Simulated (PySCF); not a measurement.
# Electric field gradients and quadrupole coupling constants

Compound: C6H11O (charge -1).
Numbering: `[CH3:1][C@@H:2]([O-:3])[CH:4]1[CH2:5][CH2:6][CH2:7]1` (hydrogens: H8, H9, H10 on C1; H11 on C2; H12 on C4; H13, H14 on C5; H15, H16 on C6; H17, H18 on C7)

Cartesian coordinates in Å at the GFN2-xTB level; atoms count from 1:
```xyz
18
C6H11O angstrom
C     -2.358    0.239   -0.074
C     -1.185   -0.653   -0.640
O     -1.065   -0.644   -1.934
C      0.114   -0.190    0.136
C      1.389   -0.956   -0.248
C      2.125    0.376   -0.422
C      0.768    1.086   -0.417
H     -2.459    0.130    1.009
H     -2.166    1.284   -0.313
H     -3.291   -0.057   -0.550
H     -1.396   -1.703   -0.192
H     -0.058   -0.159    1.218
H      1.802   -1.661    0.478
H      1.220   -1.456   -1.202
H      2.735    0.633    0.449
H      2.737    0.487   -1.321
H      0.389    1.248   -1.426
H      0.690    2.003    0.172
```

Field gradients from the PBE0/pcSseg-1 density (PySCF, non-relativistic), principal values in atomic units, ordered |Vxx| ≤ |Vyy| ≤ |Vzz|:

```tsv
atom	Vxx	Vyy	Vzz
O3	-0.7063	-0.8260	1.5323
```

Find the asymmetry η = (Vxx − Vyy)/Vzz and the couplings χ = eQV/h (234.96 MHz × Q in barn × V in au), with Q(17O) = −0.0256 b.

```csv
atom,environment,nucleus,η,χzz (MHz),χxx (MHz),χyy (MHz)
O3,alkoxide oxygen,17O,0.08,-9.22,4.25,4.97
```

What is Vzz at O3 in SI units (1 au = 9.71736 × 10²¹ V/m²)?

1.5323 au = 14.890 × 10²¹ V/m².

What couplings would deuterons (Q(2H) = 0.00286 b) have in place of the hydrogens, at this geometry?

```csv
atom,bonded to,bond length (Å),Vzz (au),η,χzz (kHz)
H8,C1,1.093,0.3162,0.01,213
H9,C1,1.089,0.3227,0.02,217
H10,C1,1.089,0.3237,0.02,218
H11,C2,1.161,0.2115,0.01,142
H12,C4,1.096,0.3090,0.01,208
H13,C5,1.093,0.3166,0.02,213
H14,C5,1.089,0.3059,0.05,206
H15,C6,1.094,0.3111,0.02,209
H16,C6,1.093,0.3132,0.01,210
H17,C7,1.090,0.3023,0.06,203
H18,C7,1.093,0.3173,0.02,213
```

Isolated species at its GFN2-xTB geometry (one conformer only). The pcSseg-1 basis has no diffuse functions, a weakness for an anion. The HOMO energy is positive at this level (+0.27 eV), so the outermost electrons may be held by the finite basis alone. GFN2-xTB bond lengths can be off by several hundredths of an ångström, more for odd bonds, and the gradients follow them. The basis is small and wasn't made for field gradients, so the couplings can be 20 % off.
